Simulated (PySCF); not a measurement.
# C2H10Si4

The system: C2H10Si4, a small molecule; neutral, singlet. The structure, one conformer, was relaxed in the gas phase by PBE0-D3(BJ)/def2-SVP. No frequency run checks that it is a minimum.

SMILES: C#C[Si]([SiH3])([SiH3])[SiH3]

Coordinates in Å:
```
Si1     1.078    1.880    0.809
Si2     0.055   -0.037   -0.074
Si3    -0.141   -1.686    1.582
Si4    -2.060    0.503   -0.931
C5      1.104   -0.690   -1.431
C6      1.796   -1.122   -2.335
H7      0.227    2.423    1.914
H8      1.221    2.923   -0.252
H9      2.427    1.541    1.356
H10    -0.987   -1.161    2.699
H11     1.208   -2.041    2.118
H12    -0.787   -2.910    1.017
H13    -2.709   -0.710   -1.513
H14    -1.940    1.556   -1.985
H15    -2.912    1.025    0.183
H16     2.408   -1.504   -3.133
```

Shieldings: GIAO PBE0/pcSseg-1. Shifts are against computed references at the same level: C TMS (σ 184.4 ppm), H TMS (σ 31.27 ppm), Si TMS (σ 352.0 ppm). Core levels by delta-SCF with SCAN, pcX-2 on the ionised atom and pcseg-1 elsewhere, spin-free X2C (2p3/2 is the spin-free 2p value less a third of a first-order spin-orbit splitting); from the vacuum level, for chosen atoms.

**Question.** Give the NMR and core-level values of the distinct atoms.

**Answer.** 
| atoms | bonded to | σ (ppm) | δ (ppm) | core level (eV) |
| --- | --- | --- | --- | --- |
| Si1 Si3 Si4 | 1 Si + 3 H | 450.4 | -98.4 | 2p3/2 106.40 |
| Si2 | 1 C + 3 Si | 467.5 | -115.5 | 2p3/2 106.18 |
| C5 | 1 C + 1 Si | 101.9 | 82.5 | - |
| C6 | 1 C + 1 H | 75.7 | 108.7 | 1s 290.00 |
| H7 H8 H9 | 1 Si | 27.53 | 3.73 | - |
| H10 H11 H12 | 1 Si | 27.53 | 3.73 | - |
| H13 H14 H15 | 1 Si | 27.54 | 3.73 | - |
| H16 | 1 C | 28.87 | 2.40 | - |

Values are those of this one static structure, with the three H of a rotating XH3 group averaged; atoms that internal rotation interchanges would show their mean in an NMR spectrum.

The core-hole state of C6 is spin-contaminated (⟨S²⟩ 0.84 against 0.75 for a pure doublet), so that value and differences from it are less sure.

Core levels of C5 are left out, their hole states being strongly spin-contaminated.

**Question.** By CAM-B3LYP/def2-SVPD (TDDFT singlets, Tamm-Dancoff triplets, ionisation by delta-SCF), where does absorption start, and what does vertical ionisation take?

**Answer.** The first singlet with intensity lies at 5.91 eV (f 0.016); what lies below it is dark. The lowest singlet lies at 5.71 eV (f 0.000), the strongest of the first 6 at 6.51 eV (f 0.055), the lowest triplet at 4.76 eV; vertical ionisation takes 9.36 eV.

The 3 runs behind this took 82 s in all, one thread each of AMD EPYC 9R45 96-Core on a shared host, launched as `OMP_NUM_THREADS=1 python cluster_run.py task.json out`.
